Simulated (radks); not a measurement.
The mean radii <r> (bohr) of the occupied orbitals of an atom or ion are listed with their occupations. All-electron calculation, scalar-relativistic Kohn-Sham, LDA (Slater exchange, VWN5 correlation), spin-unpolarised, spherical densities, finite nucleus; Fermi nuclear charge, rms radius of each element as measured or else 0.836 A^(1/3) + 0.57 fm. Program: a radial shooting solver on a logarithmic mesh with Libxc functionals.

orbital  occ.      <r>
1s          2  0.02003
2s          2  0.08497
2p          6  0.07547
3s          2   0.2208
3p          6   0.2199
3d         10   0.1994
4s          2   0.4739
4p          6   0.4934
4d         10   0.5070

Name the element and its charge.

Answer. Z = 69, thulium, charge +23: Tm23+ in [Kr] 4d10. The 1s radius gives Z: for a bare nucleus <r> = (2 gamma + 1)/(2Z) with gamma = sqrt(1 - (Z/c)^2), 0.01977 bohr for Z = 69, and screening makes it slightly larger (0.02003 here). The occupations add up to 46, and the charge is Z minus that.
